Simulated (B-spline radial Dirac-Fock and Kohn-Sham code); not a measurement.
# Binding energies of Ti⁺ at several levels of theory

System: the Ti⁺ ion, [Ar] 3d1 4s1 4p1 (not the ground configuration).

The density-functional columns are spherical, spin-unpolarised Dirac-Kohn-Sham results without Breit or QED terms: −ε is minus the orbital energy of the initial state and ΔSCF the difference of two total energies. The reference in the last column comes from Dirac-Fock energy differences between relaxed states, corrected for Breit and QED terms. All numbers are from a radial atomic solver, in eV; a selection of levels is shown.

```
     level  PBE −ε  PBE ΔSCF  Dirac-Fock
    K (1s)  4882.5    5013.6      4993.2
   L1 (2s)   552.1     575.7       592.1
L2 (2p1/2)   463.2     490.5       490.3
L3 (2p3/2)   457.5     484.5       484.7
M2 (3p1/2)   53.20     61.39       60.66
M3 (3p3/2)   52.52     60.66       59.98
 M4,5 (3d)   16.97     24.11       23.10
   N1 (4s)   12.55     16.02       15.30
 N2,3 (4p)    8.28     11.17       10.58
```

Values without a named source are computed, but for edge energies of neutral atoms, which are taken from tables.
